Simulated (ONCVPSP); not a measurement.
**Building the ONCV potential for Pd (PBE, scalar-relativistic).**

| Item | Value |
| --- | --- |
| Element | Pd (Z = 46) |
| Generator | ONCVPSP 4.0.1 |
| Type | optimised norm-conserving Vanderbilt (ONCV) |
| Functional | PBE |
| Relativity | scalar-relativistic |
| Frozen core | [Kr] |
| Valence charge | 10 |
| Reference configuration | 4d10 |
| Partial waves | s scattering state at 0.33 Ha: rc 2.20 bohr, ncon 3, nbas 7, qcut 3.4 1/bohr, 2 projectors, debl 2.1 Ha; p scattering state at 0.44 Ha: rc 1.80 bohr, ncon 3, nbas 8, qcut 4.6 1/bohr, 2 projectors, debl 0.3 Ha; 4d: rc 2.10 bohr, ncon 4, nbas 8, qcut 6.5 1/bohr, 1 projector |
| Local potential | polynomial inside 1.60 bohr (lpopt 5, dvloc0 0 Ha) |
| Core correction | Teter function, fcfact 5.5, rcfact 1.1 |

All-electron outer shells of the reference configuration (PBE, scalar-relativistic, ld1.x):

```
shell  level (eV)  outermost node (bohr)  outermost maximum (bohr)
   4d       -4.05                   0.45                      1.10
```

(1) Is a potential produced?

## Answers

(1) No. ONCVPSP 4.0.1 stopped with "ERROR pspot: first pseudo wave function has node, program will stop": the optimised pseudo-wave of the first projector has a node, so the radial equation cannot be inverted for a potential. It happened in the s channel.
